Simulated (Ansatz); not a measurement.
An elementary step

Start structure (AlH3O3F2, singlet), relaxed at PBE0-D4/def2-TZVP:

```csv
atom,x (Å),y (Å),z (Å)
Al1,-0.7526,-0.6063,-0.1390
O2,0.4860,-0.8029,1.0433
F3,-0.7997,-1.6916,-1.3744
F4,-2.1804,0.0836,0.3295
H5,1.3769,0.5212,0.4084
O6,1.3658,1.2500,-0.2717
O7,0.0440,1.0556,-0.7759
H8,0.9055,-1.6389,1.2372
H9,-0.4455,1.8291,-0.4574
```

The step: AlH₃O₃F₂ ([OH][OH][Al]([OH])([F])[F]) → AlH₃O₃F₂ ([OH2][Al]1([F])([F])[O][OH]1); bonds formed: Al1–O6, O2–H5; bonds broken: H5–O6; bonds weakened to dative contacts: Al1–O2. Ansatz 0.2.0; basis: def2-TZVPP and def2-QZVPP; cores frozen in the correlated methods. Extrapolation: Hartree–Fock as exp(−7.88 √X), correlation as X^−2.97. Energies below are by CCSD(T) at an estimated basis limit (MP2 extrapolated from triple and quadruple zeta, plus CCSD(T) − MP2 in triple zeta).

**Question.** What are the electronic barrier and the energy of the step, from the start structure to the end structure? (Judge from chemistry; the value comes from the calculation.)

**Answer.** Computed: Barrier 0.767 eV; step energy 0.012 eV (uphill); reverse barrier, their difference, 0.754 eV. Barrier and step energy count from the start structure, the reverse barrier from the end structure.

The saddle point: One imaginary mode of 473i cm⁻¹.
```json
{"pair": "Al1–O6", "start (Å)": "2.82", "saddle (Å)": "2.14", "end (Å)": "1.76"}
{"pair": "O2–H5", "start (Å)": "1.72", "saddle (Å)": "1.10", "end (Å)": "0.96"}
{"pair": "Al1–O2", "start (Å)": "1.72", "saddle (Å)": "1.84", "end (Å)": "1.97"}
{"pair": "H5–O6", "start (Å)": "1.00", "saddle (Å)": "1.37", "end (Å)": "2.72"}
```

Zero-point energy (harmonic, PBE0-D4): ZPE is 1.353 eV at the start and 1.261 eV at the saddle, so the barrier goes from 0.767 to 0.675 eV.

The T1 diagnostic stays at or below 0.014.

Labels in which every atom is bracketed show which atoms are joined, not bond orders.

For scale, one of the runs: CCSD(T)/def2-TZVPP, 239 basis functions, launched by `ansatz run in.yaml --threads 8 --pin off --events-out ev --progress --plain --max-ram 19148MiB`. Hardware: 8 CPU threads of an Intel Xeon Platinum 8259CL, shared host. Wall time 73 s; peak host memory 5.1 GiB.
